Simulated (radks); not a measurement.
Question: N VII, 1 electrons, occupied as 1s0.75 2p0.25 (fractional occupations, a model configuration). Calculated with a radial shooting solver on a logarithmic mesh with Libxc functionals: Dirac Kohn-Sham, PBE, spin-unpolarised, spherical densities, finite nucleus; open shells fill j = l - 1/2 first; Fermi nuclear charge, rms radius 2.5582 fm. Some entries of the table are withheld. Estimate them.

orbital  occ.  eigenvalue (hartree)  <1/r> (bohr^-1)
1s1/2    0.75                   (1)              (2)
2p1/2    0.25                   (3)              (4)
2p3/2       0                   (5)              (6)

Answer: 
(1) 1s1/2 eigenvalue (hartree): -22.96096
(2) 1s1/2 <1/r> (bohr^-1): 7.000
(3) 2p1/2 eigenvalue (hartree): -5.14677
(4) 2p1/2 <1/r> (bohr^-1): 1.656
(5) 2p3/2 eigenvalue (hartree): -5.14340
(6) 2p3/2 <1/r> (bohr^-1): 1.654
